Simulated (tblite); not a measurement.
H3Al (SMILES [AlH3]), singlet, at a GFN2-xTB geometry (such geometries of metal compounds can be far from the true shape); tblite with GFN1-xTB.

tblite was given this input:
```
$ tblite run mol.xyz --method gfn1 --charge 0 --spin 0 --json tblite.json --no-restart

# file mol.xyz
4

Al    -0.00000000    -0.00000000    -0.00000000
H      0.64279377    -0.45514932     1.33855567
H     -0.27575805     1.50677855    -0.25622634
H     -0.36703572    -1.05162922    -1.08232933
```

The log (banner, timings and long lists left out):

```
xTB calculator
 | screened Coulomb repulsion
 | Coulomb electrostatics
 |  * isotropic Klopman-Ohno-Mataga-Nishimoto electrostatics
 |  * onsite third-order electrostatics
 | DFT-D3(BJ) dispersion correction

halogen bonding energy    0.0000000000000E+00 Eh
repulsion energy          1.3805915345124E-02 Eh
dispersion energy        -4.0949374594635E-04 Eh
number of electrons       6.0000000000000E+00 e
integral cutoff           4.0000000000000E+01 bohr

------------------------------------------------------------
  cycle        total energy    energy error   density error
------------------------------------------------------------
      1     -2.869807643107  -2.8832041E+00   3.0395044E-01
      2     -2.878255035751  -8.4473926E-03   1.5095059E-01
      3     -2.879828045113  -1.5730094E-03   3.9019708E-02
      4     -2.878098739187   1.7293059E-03   7.7418773E-02
      5     -2.880292314297  -2.1935751E-03   9.9382461E-04
      6     -2.880292697618  -3.8332085E-07   1.7004447E-04
      7     -2.880292700176  -2.5583899E-09   1.3428554E-04
      8     -2.880292707443  -7.2671122E-09   9.7721640E-07
------------------------------------------------------------

electronic energy        -2.8936891290426E+00 Eh
total energy             -2.8802927074434E+00 Eh

Post processing:
 | Mayer-Wiberg bond orders

[Info] JSON dump of results written to 'tblite.json'
```
